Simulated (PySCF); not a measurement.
**Stretching CaBe**

Set-up: PySCF, spin-free X2C with a Gaussian nucleus, basis sets Ca x2c-SVPall, Be x2c-SVPall. Energies in eV from Ca + Be in their ground configurations at the same level. All curves are PBE0. state 1: ¹Σ⁺ (singlet), closed shell; state 2: triplet, unpaired electrons σ ↑, π ↑, a second solution, started from another occupation; state 3: Ms = 0 determinant of mixed spin (⟨S²⟩ near 1.0), unpaired electrons σ ↑, π ↓, a second solution, started from another occupation.

| R (Å) | state 1 | state 2 | state 3 |
| --- | --- | --- | --- |
| 2.902 | -0.1090 | 0.4369 | 0.5679 |
| 3.038 | -0.1880 | 0.5341 | 0.6666 |
| 3.172 | -0.2291 | 0.6568 | 0.7903 |
| 3.274 | -0.2426 | 0.7589 | 0.8930 |
| 3.375 | -0.2456 | 0.8659 | 1.0002 |
| 3.476 | -0.2411 | 0.9746 | 1.1092 |
| 3.611 | -0.2275 | 1.1175 | 1.2531 |
| 3.780 | -0.2036 | 1.2843 | 1.4251 |
| 3.982 | -0.1714 | 1.4553 | 1.6125 |
| 4.253 | -0.1300 | 1.6323 | 1.8210 |

Question: Put a parabola through the three lowest points of the state 1 curve and estimate Re, k and ωe (reduced mass 7.354 u; 1 eV/Å² = 0.16022 mdyn/Å; ωe = 1302.8·√(k/μ) cm⁻¹).

Answer: Through R = 3.274, 3.375, 3.476 Å the second-order coefficient is 0.368 eV/Å², so Re ≈ 3.365 Å, k ≈ 0.118 mdyn/Å and ωe ≈ 165 cm⁻¹. A polynomial fit of higher order to the unrounded PBE0 energies gives Re = 3.359 Å, k = 0.122 mdyn/Å, ωe = 168 cm⁻¹; anharmonicity and rounding make the difference.

The higher-order fit for each curve: state 1: Re = 3.359 Å, ωe = 168 cm⁻¹, De = 0.246 eV. State 2 gave no clean fit. State 3 gave no clean fit.

Closed-shell solutions of metal pairs were not tested for spin polarisation, which can lower them a little. The bond is weak. Basis-set superposition, not corrected here, can be much of De in a small basis, most of all at correlated wavefunction levels. Functionals without a dispersion term scatter widely for such bonds, and LDA overbinds them.
